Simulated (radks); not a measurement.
Values are calculated unless marked as measured or tabulated.
Ge16+, configuration [Ne] 3s2 3p4.

Code: a radial shooting solver on a logarithmic mesh with Libxc functionals. Model: non-relativistic Kohn-Sham, TPSS, spin-polarised, spherical densities, point nucleus; open shells are filled with parallel spins first; meta-GGA in the generalised Kohn-Sham scheme.

Energy parts (eV):
part                       energy
total                  -52931.331
kinetic                 52913.349
electron-nucleus      -116749.272
Hartree                 12556.794
exchange-correlation    -1652.203

Orbitals (lengths in bohr, moments of r in powers of bohr):
[
 {"orbital": "1s up", "occ.": "1", "eigenvalue (eV)": "-11403.74", "<1/r>": "31.51"},
 {"orbital": "1s down", "occ.": "1", "eigenvalue (eV)": "-11401.65", "<1/r>": "31.51"},
 {"orbital": "2s up", "occ.": "1", "eigenvalue (eV)": "-1916.389", "<1/r>": "6.980"},
 {"orbital": "2s down", "occ.": "1", "eigenvalue (eV)": "-1915.176", "<1/r>": "6.980"},
 {"orbital": "2p up", "occ.": "3", "eigenvalue (eV)": "-1771.005", "<1/r>": "6.933"},
 {"orbital": "2p down", "occ.": "3", "eigenvalue (eV)": "-1768.839", "<1/r>": "6.931"},
 {"orbital": "3s up", "occ.": "1", "eigenvalue (eV)": "-643.3807", "<1/r>": "2.631"},
 {"orbital": "3s down", "occ.": "1", "eigenvalue (eV)": "-635.5012", "<1/r>": "2.621"},
 {"orbital": "3p up", "occ.": "3", "eigenvalue (eV)": "-594.2299", "<1/r>": "2.564"},
 {"orbital": "3p down", "occ.": "1", "eigenvalue (eV)": "-586.5069", "<1/r>": "2.556"},
 {"orbital": "3d up", "occ.": "0", "eigenvalue (eV)": "-516.7739", "<1/r>": "2.424"},
 {"orbital": "3d down", "occ.": "0", "eigenvalue (eV)": "-510.3186", "<1/r>": "2.428"},
 {"orbital": "4s up", "occ.": "0", "eigenvalue (eV)": "-309.6514", "<1/r>": "1.314"},
 {"orbital": "4s down", "occ.": "0", "eigenvalue (eV)": "-307.3639", "<1/r>": "1.309"}
]

The highest occupied level is 3p down at -586.51 eV. Spin moment in Bohr magnetons: 2. The spin density at the nucleus is 1.367 e/bohr^3 (1s -1.151, 2s 0.751, 3s 1.767), a Fermi contact field of 71.7 T. For comparison, the ionisation energy in NIST's Atomic Spectra Database is 609 eV (semi-empirical). In exact Kohn-Sham theory the highest level is minus the ionisation energy, but local and semilocal functionals leave it too shallow, through self-interaction and a potential that decays too fast; potentials with the right tail come closer. Summed over all electrons, <r^2> = 2.371 bohr^2, which gives a Langevin (diamagnetic) susceptibility term of -1.88 x 10^-6 cm^3/mol. The density falls to 0.001 e/bohr^3 at r = 1.41 bohr. The electron density at the nucleus is 2.262e+04 e/bohr^3. Virial ratio -V/T = 2.00034.
